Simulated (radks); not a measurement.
Results of a calculation; reference values are marked as such.
Excited configurations of Sm42+: one electron is placed in a higher orbital outside [Ar] 3d1. The ground configuration is [Ar] 3d2. Level of theory: Dirac Kohn-Sham, BLYP, spin-unpolarised, spherical densities, point nucleus; open shells fill j = l - 1/2 first (a radial shooting solver on a logarithmic mesh with Libxc functionals). Excitation = E - E(ground); binding = E(ion) - E, where the ion is the core of charge +43; n* = 43/sqrt(2 binding) in atomic units. These energies are relativistic, and a one-electron ion of charge +43 with no core already has n* below n in this formula (Dirac formula, point nucleus: 4s1/2 3.959, 4d3/2 3.985, 4f5/2 3.993, 5s1/2 4.957, 5p1/2 4.957, 5f5/2 4.991, 6s1/2 5.956, 6d3/2 5.981, 7s1/2 6.955, 7p1/2 6.955, 7d3/2 6.981). The quantum defect is therefore taken as that value minus n*, so that it holds no relativistic shift of the bare ion.

outer orbital  excitation (eV)  binding (eV)  quantum defect  eigenvalue (eV)
4s1/2                   1309.5        1942.3           0.360          -1917.7
4d3/2                   1515.3        1736.5           0.178          -1710.6
4f5/2                   1613.5        1638.3           0.074          -1608.5
5s1/2                   2062.5        1189.3           0.358          -1176.2
5p1/2                   2093.1        1158.6           0.297          -1145.4
5f5/2                   2208.7        1043.1           0.080          -1028.6
6s1/2                   2450.9        800.85           0.351          -792.59
6d3/2                   2506.9        744.85           0.170          -736.32
7s1/2                   2676.0        575.82           0.345          -569.88
7p1/2                   2686.5        565.27           0.284          -559.32
7d3/2                   2710.3        541.53           0.165          -535.59

The Delta-SCF ionisation energy is 3251.8 eV (NIST Atomic Spectra Database: 3253 eV, theoretical). Self-interaction in the functional shifts the binding energies and quantum defects, so they are the method's values and not measured ones. Spin polarisation and multiplet splitting are left out, so open shells lie too high by an amount that depends on their filling.

Beside tabulated values, note that spin-unpolarised runs miss the spin-polarisation part of the exchange energy of open shells.
